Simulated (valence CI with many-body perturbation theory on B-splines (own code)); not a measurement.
Forbidden lines of Rh40+

Computed by relativistic CI+MBPT: three valence electrons over a frozen Dirac-Fock core [He], a basis of 11 s, 11 p, 9 d, 7 f, 5 g, 2 h, 1 i functions for each j, with the one-electron correlation potential Σ1, the two-electron term Σ2, the three-electron term Σ3, Breit, model QED; selected CI, second order for the rest (own B-spline code, finite nucleus).

No measured spectrum was set against this ion. As an estimate, large intervals hold to a few tenths of a per cent, small ones and those within an open d or f shell to about a per cent.

Lines 1 to 23 of 23 in falling wavelength, among levels below 3993.3 eV, chosen from the decays that carry over 1 % of a level's rate. Wavelengths and rates use the calculated energies. Electric multipoles are in the length gauge, E1 and E2 with the static RPA response of the core. S is in atomic units (e²a₀⁴ for E2 and M2, e²a₀⁶ for E3), for M1 in squared Bohr magnetons. Weak lines are less certain than strong ones. Lines between different terms over intervals too small for the method are left out, as are lines whose strength nearly cancels. The highest levels of a list are the least certain.

Levels are named by their leading jj configuration (3d3/2^4 stands for four electrons in 3d with j = 3/2), which in mixed levels can hold well under half, so a name can repeat and another be missing. Letters in brackets count levels of one name in rising energy.

| λ vac (Å) | Upper | Lower | Type | A (s⁻¹) | S (a.u.) |
| --- | --- | --- | --- | --- | --- |
| 98.90 | (2s 2p1/2 2p3/2) J=3/2 [a] | (2s 2p1/2^2) J=1/2 | M1 | 1.56e+07 | 2.24e+00 |
| 76.81 | (2s^2 2p3/2) J=3/2 | (2s^2 2p1/2) J=1/2 | M1 | 1.96e+07 | 1.32e+00 |
| 3.763 | (2s 2p3/2 3p3/2) J=7/2 | (2s 2p3/2^2) J=3/2 | E2 | 2.24e+09 | 1.21e-05 |
| 3.745 | (2s 2p3/2 3p1/2) J=1/2 | (2s 2p3/2^2) J=3/2 | E2 | 2.99e+10 | 3.94e-05 |
| 3.719 | (2s^2 3p1/2) J=1/2 | (2s^2 2p3/2) J=3/2 | E2 | 1.40e+11 | 1.77e-04 |
| 3.695 | (2s 2p3/2 3p3/2) J=7/2 | (2s 2p3/2^2) J=5/2 | E2 | 3.76e+10 | 1.85e-04 |
| 3.678 | (2s 2p3/2 3p1/2) J=1/2 | (2s 2p3/2^2) J=5/2 | E2 | 1.13e+11 | 1.36e-04 |
| 3.678 | (2s 2p1/2 3p3/2) J=5/2 | (2s 2p1/2 2p3/2) J=5/2 | E2 | 3.94e+10 | 1.42e-04 |
| 3.647 | (2s 2p3/2 3d5/2) J=9/2 | (2s 2p3/2^2) J=5/2 | M2 | 1.45e+09 | 8.35e-06 |
| 3.647 | (2s 2p3/2 3d5/2) J=9/2 | (2s 2p3/2^2) J=5/2 | E3 | 6.06e+07 | 1.65e-05 |
| 3.532 | (2s 2p3/2 3p3/2) J=7/2 | (2s 2p1/2 2p3/2) J=5/2 | E2 | 4.55e+10 | 1.79e-04 |
| 3.520 | (2s 2p1/2 3p3/2) J=5/2 | (2s 2p1/2^2) J=1/2 | E2 | 7.61e+10 | 2.20e-04 |
| 3.507 | (2s 2p3/2 3p3/2) J=7/2 | (2s 2p1/2 2p3/2) J=3/2 [a] | E2 | 5.67e+10 | 2.15e-04 |
| 3.488 | (2s 2p3/2 3d5/2) J=9/2 | (2s 2p1/2 2p3/2) J=5/2 | M2 | 1.90e+08 | 8.77e-07 |
| 3.488 | (2s 2p3/2 3d5/2) J=9/2 | (2s 2p1/2 2p3/2) J=5/2 | E3 | 7.62e+07 | 1.52e-05 |
| 3.463 | (2s 2p3/2 3d5/2) J=9/2 | (2s 2p1/2 2p3/2) J=3/2 [a] | E3 | 1.17e+08 | 2.23e-05 |
| 3.391 | (2p1/2 2p3/2 3d5/2) J=7/2 | (2s 2p1/2 2p3/2) J=3/2 [b] | E2 | 7.46e+10 | 2.39e-04 |
| 3.356 | (2p1/2 2p3/2 3d3/2) J=7/2 | (2s 2p1/2 2p3/2) J=5/2 | E2 | 8.85e+10 | 2.69e-04 |
| 3.353 | (2p1/2 2p3/2 3d5/2) J=7/2 | (2s 2p1/2 2p3/2) J=5/2 | E2 | 1.50e+11 | 4.54e-04 |
| 3.343 | (2p1/2 2p3/2 3d5/2) J=9/2 | (2s 2p1/2 2p3/2) J=5/2 | E2 | 3.71e+11 | 1.38e-03 |
| 3.340 | (2p1/2 2p3/2 3d3/2) J=1/2 [a] | (2s 2p1/2 2p3/2) J=3/2 [a] | E2 | 3.26e+11 | 2.42e-04 |
| 3.333 | (2p1/2 2p3/2 3d3/2) J=7/2 | (2s 2p1/2 2p3/2) J=3/2 [a] | E2 | 2.48e+11 | 7.29e-04 |
| 3.330 | (2p1/2 2p3/2 3d5/2) J=7/2 | (2s 2p1/2 2p3/2) J=3/2 [a] | E2 | 1.19e+11 | 3.47e-04 |
